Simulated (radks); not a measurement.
Values are calculated unless marked as measured or tabulated.
Task: Radial electron density D(r) = 4 pi r^2 rho(r) of an atom or ion with 59 electrons. Code: a radial shooting solver on a logarithmic mesh with Libxc functionals. Model: Dirac Kohn-Sham, BLYP, spin-unpolarised, spherical densities, point nucleus.

```
   r/bohr * D(r) (the largest magnitude, 123, reaches the edge; | marks zero)
0.0009576 | *
 0.001097 |  *
 0.001257 |   *
  0.00144 |    *
  0.00165 |     *
  0.00189 |      *
 0.002165 |       *
 0.002481 |         *
 0.002842 |           *
 0.003256 |             *
 0.003731 |                *
 0.004274 |                   *
 0.004897 |                      *
  0.00561 |                          *
 0.006428 |                             *
 0.007364 |                                 *
 0.008437 |                                    *
 0.009666 |                                       *
  0.01107 |                                         *
  0.01269 |                                          *
  0.01454 |                                          *
  0.01665 |                                         *
  0.01908 |                                        *
  0.02186 |                                      *
  0.02504 |                                     *
  0.02869 |                                     *
  0.03287 |                                       *
  0.03766 |                                          *
  0.04315 |                                              *
  0.04943 |                                                   *
  0.05709 |                                                      *
  0.06541 |                                                      *
  0.07494 |                                                   *
  0.08585 |                                               *
  0.09836 |                                           *
   0.1127 |                                         *
   0.1291 |                                           *
   0.1479 |                                              *
   0.1695 |                                                 *
   0.1942 |                                               *
   0.2224 |                                        *
   0.2548 |                               *
    0.292 |                        *
   0.3345 |                      *
   0.3832 |                        *
   0.4391 |                          *
    0.503 |                          *
   0.5763 |                       *
   0.6603 |                 *
   0.7564 |            *
   0.8667 |       *
   0.9929 |    *
    1.138 |  *
    1.303 | *
    1.493 |*
    1.711 *
     1.96 *
    2.245 *
    2.572 *
    2.947 *
    3.377 *
```

What is the nuclear charge?

Result: Z = 69. The innermost maximum, from 1s, lies near gamma/Z bohr with gamma = sqrt(1 - (Z/c)^2) = 0.864, here 0.0125 bohr (found: 0.0139), and its height grows with Z. The density is that of the thulium ion Tm10+ in [Kr] 4d10 4f11 5s2; the configuration itself is not fixed sharply by these data, and Z only to a few units. D(r) has 4 maxima, at r = 0.0139, 0.0618, 0.172, 0.468 bohr, and minima at 0.0267, 0.112, 0.332 bohr, inside which lie 2.01, 11.13, 29.76 electrons.
